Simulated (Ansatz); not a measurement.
A structure relaxed at PBE-D4/def2-SVP in Ansatz, charge 0, singlet:

```xyz
4

Ga    1.5364    0.9765   -0.0924
Ga   -1.7726   -0.4219   -0.0471
O     0.1781   -0.4441   -0.6948
O     0.0582   -0.1105    0.8342
```

Give its formula and point group.

Ga₂O₂. Point group C2v (tolerance 0.1 Å).

Summarise the bond lengths by kind (pairs closer than 1.2 times the sum of covalent radii, bridged metal pairs left out).

4 × Ga–O 2.06 Å; 1 × O–O 1.57 Å.

The structure holds 1 bond(s) between oxygen atoms. The restricted singlet is unstable towards broken spin symmetry in Hartree–Fock (as tested in another run); at PBE-D4/def2-SVP this wasn't settled. Another isomer (singlet) lies 1.65 eV lower at PBE0-D4/def2-TZVP; other spin states weren't run for this one.
